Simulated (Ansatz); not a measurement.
Cl3F2HSi2 (`F[SiH](F)[Si](Cl)(Cl)Cl`), relaxed with RKS PBE-D4/def2-SVP in Ansatz from a rough embedded geometry. The force threshold is 0.03 eV/Å; the program also tests the step.

The species carries charge 0 and has multiplicity 1.

Start:

```xyz
8

F    -1.438    0.305   -1.907
Si    0.020   -0.036   -1.238
F     0.437   -1.489   -1.751
Si   -0.040    0.014    1.050
Cl    1.841   -0.391    1.893
Cl   -0.461    1.930    1.795
Cl   -1.338   -1.220    1.950
H     0.979    0.888   -1.793
```

```tsv
step	energy (eV)	largest force (eV/Å)	largest move (Å)
1	-58730.9558	1.743	0.000
2	-58731.1122	0.808	0.195
3	-58731.1700	0.461	0.098
4	-58731.1786	0.048	0.021
5	-58731.1793	0.026	0.016
```

End:

```xyz
8

F    -1.448    0.316   -1.788
Si    0.044   -0.019   -1.226
F     0.423   -1.535   -1.689
Si   -0.014    0.046    1.116
Cl    1.871   -0.424    1.829
Cl   -0.504    1.966    1.708
Cl   -1.393   -1.287    1.878
H     1.021    0.938   -1.829
```

Run time 13 s (2 threads of an AMD EPYC 7R13 on a shared host); peak host memory 0.19 GiB.
